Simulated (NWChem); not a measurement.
GaF₃; SMILES [F][Ga]([F])[F]

```xyz
4

Ga     0.0000     0.0000     0.0000
F     -1.6856     0.4564     0.0000
F      1.2380     1.2316     0.0000
F      0.4476    -1.6880     0.0000
```
Atoms are numbered in this order, from 1.

Program: NWChem. Pople sets run with spherical d functions. Coordinates come from a PBE-D3(BJ)/def2-SVP optimisation. Static field.

Question: Taking B3LYP/def2-TZVPD as the yardstick, which of these has the fewest basis functions while keeping “isotropic polarisability (bohr³)” within 2 % of it: B3LYP/def2-SVP; B3LYP/aug-cc-pVDZ; B3LYP/6-31G*; B3LYP/def2-TZVP; B3LYP/def2-SVPD?

Answer: none of them.
```json
[
 {"level": "B3LYP/6-31G*", "basis functions": "74", "isotropic polarisability (bohr³)": "19.5"},
 {"level": "B3LYP/def2-SVP", "basis functions": "74", "isotropic polarisability (bohr³)": "18.4"},
 {"level": "B3LYP/aug-cc-pVDZ", "basis functions": "105", "isotropic polarisability (bohr³)": "24.4"},
 {"level": "B3LYP/def2-SVPD", "basis functions": "107", "isotropic polarisability (bohr³)": "24.8"},
 {"level": "B3LYP/def2-TZVP", "basis functions": "141", "isotropic polarisability (bohr³)": "22.3"},
 {"level": "B3LYP/def2-TZVPD", "basis functions": "174", "isotropic polarisability (bohr³)": "25.6"}
]
```

The yardstick is one finite set, not the basis-set limit.
